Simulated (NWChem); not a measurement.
System: SiNH₄OF; SMILES N[SiH](O)F

```xyz
8

Si     0.0801     0.0276    -0.3705
N      0.5306    -1.4698     0.2823
O      0.9604     1.1875     0.4093
F     -1.4801     0.4405    -0.1321
H      0.2457    -0.0149    -1.8420
H      0.4198    -2.3385    -0.2238
H      0.6931    -1.6055     1.2724
H      0.5344     2.0452     0.4960
```
Atoms are numbered in this order, from 1.

Results from NWChem. Pople sets run with spherical d functions. Structure relaxed at the PBE0/def2-SVP level. Atomic charges in e: unrestrained fits to the electrostatic potential beside Mulliken populations; buried atoms are poorly determined by the fit.

For level Hartree-Fock/6-31G*:

| Quantity | Result |
|---|---|
| ESP Si1 | 1.32 |
| Mulliken Si1 | 1.44 |
| ESP N2 | -1.09 |
| Mulliken N2 | -1.07 |
| ESP O3 | -0.81 |
| Mulliken O3 | -0.89 |
| Mulliken F4 | -0.55 |

How do the values read with level B3LYP/def2-SVP instead?

ESP Si1: 1.11
Mulliken Si1: 0.82
ESP N2: -0.90
Mulliken N2: -0.36
ESP O3: -0.70
Mulliken O3: -0.39
Mulliken F4: -0.36
